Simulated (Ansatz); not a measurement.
Job for Ansatz (a quantum-chemistry and plane-wave program): R-B3LYP/def2-TZVPP on BH4P (SMILES BP), atoms moved off the minimum.

Ansatz 0.2 input:
```yaml
crystal:
  periodic: [false, false, false]
  atoms:
    - {symbol: B, position_ang: [0.10069405, -0.40673199, -1.17905617]}
    - {symbol: H, position_ang: [-0.67308687, -0.12347391, -1.97489774]}
    - {symbol: H, position_ang: [0.83725922, -1.33986210, -1.53757599]}
    - {symbol: P, position_ang: [-0.10996556, 0.10821364, 0.54364665]}
    - {symbol: H, position_ang: [-0.32311199, 1.47950033, 0.45405818]}
    - {symbol: H, position_ang: [1.13097982, 0.16722028, 0.98123722]}
basis:
  gaussian:
    orbitals: def2-TZVPP
hamiltonian:
  xc: {name: B3LYP}
scf: {lower_state_search: off}
output: {forces: true}
```

Output:

```
WARN ansatz: RAYON_NUM_THREADS=1 ignored (pool sized by the plan → 1); use --threads N
Functional definition: B3LYP
these checks for a lower state are left out or cut short: stability, starts, cluster_reference, orbital_swaps, neighbouring_geometries, increment
integrals: 0.03 GiB planned
702 factors; their error is unknown
mean field: 0.37 GiB planned
mean field evaluation 1: about -10028.2159 eV, gradient 2.7e1 eV
mean field evaluation 2: about -10027.7284 eV, gradient 2.9e1 eV
mean field evaluation 4: about -10030.5863 eV, gradient 1.3e0 eV
mean field evaluation 8: about -10030.5840 eV, gradient 2.8e-2 eV
mean field evaluation 16: about -10030.5840 eV, gradient 1.1e-4 eV
mean field -10030.58401327 eV, -368.6171635136 hartree, gradient 5.3e-6 eV, S^2 0.000000; 0 other end points of the search recorded, 0 dependent functions left out
the calculation of the forces begins
reference -10030.58424562 eV, -368.6171720524 hartree; 12, 12 occupied and 117, 117 virtual orbitals, 702 factors
Total energy: -10030.58424562 eV, -368.6171720524 hartree
Atom 0 at     0.100694    -0.406732    -1.179056 Å, force     0.939562    -1.894066    -0.847581 eV/Å
Atom 1 at    -0.673087    -0.123474    -1.974898 Å, force    -0.754048     0.627392    -0.766272 eV/Å
Atom 2 at     0.837259    -1.339862    -1.537576 Å, force    -0.366300     0.880405     0.580444 eV/Å
Atom 3 at    -0.109966     0.108214     0.543647 Å, force    -1.824021     0.023962     0.037171 eV/Å
Atom 4 at    -0.323112     1.479500     0.454058 Å, force    -0.307518     0.409318    -0.029729 eV/Å
Atom 5 at     1.130980     0.167220     0.981237 Å, force     2.312325    -0.047011     1.025968 eV/Å
Dipole moment:     0.078875     0.147549     0.072090 e Å
Checks for a lower state left out: stability, starts, cluster_reference, orbital_swaps, neighbouring_geometries, increment
```

The run converged.

Cost: about 2.7 core-seconds (a rough figure).
